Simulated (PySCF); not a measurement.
CH5ClF2Si2, SMILES Cl[SiH2][Si@@H](F)CF.

Geometry: B3LYP-D3(BJ)/def2-SVP. The structure was generated by enumeration; whether it is a known compound was not checked. The values are those of a single conformer.

Two levels are set side by side: PBE/def2-TZVP (PySCF) and r2SCAN/def2-TZVP (PySCF). Same geometry, gas phase. Differences are taken from unrounded values.

```csv
quantity,r2SCAN
orbital gap (eV),5.72
highest occupied level (eV),-7.26
lowest empty level (eV),-1.54
dipole moment (D),1.24
mean polarisability (bohr³),76.7
```

What does PBE give, and how far is it from r2SCAN? (The exact figures need the calculation; the answer reports its results.)


```json
[
 {"quantity": "orbital gap (eV)", "PBE": "5.14", "PBE minus r2SCAN": "-0.58"},
 {"quantity": "highest occupied level (eV)", "PBE": "-6.96", "PBE minus r2SCAN": "0.30"},
 {"quantity": "lowest empty level (eV)", "PBE": "-1.82", "PBE minus r2SCAN": "-0.28"},
 {"quantity": "dipole moment (D)", "PBE": "1.18", "PBE minus r2SCAN": "-0.06"},
 {"quantity": "mean polarisability (bohr³)", "PBE": "79.3", "PBE minus r2SCAN": "2.6"}
]
```

Rough cost on one machine, each run with all the roots and properties that it gave: r2SCAN against PBE about 3 times.
